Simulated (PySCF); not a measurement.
# Working out the electron affinity of Ge

Ge⁻ [Ar] 3d10 4s2 4p3 (4S) → Ge [Ar] 3d10 4s2 4p2 (3P). Computed with PySCF 2.14 in def2-TZVPPD, with no relativity, point nucleus. Frozen: [Ar] 3d10. Energies in hartree (1 hartree = 27.21139 eV):

| part | Ge⁻ (lower) | Ge (upper) |
| --- | --- | --- |
| UHF | -2075.340800 | -2075.321289 |
| CCSD correlation | -0.079398 | -0.064834 |
| (T) | -0.003094 | -0.001820 |

**Question.** What does Hartree-Fock give?

**Answer.** (-2075.321289) − (-2075.340800) = 0.019511 hartree = 0.531 eV.

**Question.** What do CCSD and CCSD(T) give?

**Answer.** The CCSD correlation energies differ by 0.014564 hartree = 0.396 eV and the triples by 0.001274 hartree = 0.035 eV, so CCSD gives 0.927 eV and CCSD(T) 0.962 eV.

A first-order spin-orbit estimate adds -0.096 eV to CCSD(T) (valence), giving 0.866 eV against 1.233 eV (measured; photodetachment measurements, as compiled on the Wikipedia data page of electron affinities).

The calculation is non-relativistic.

What remains against the reference includes basis incompleteness, the frozen core and higher excitations.
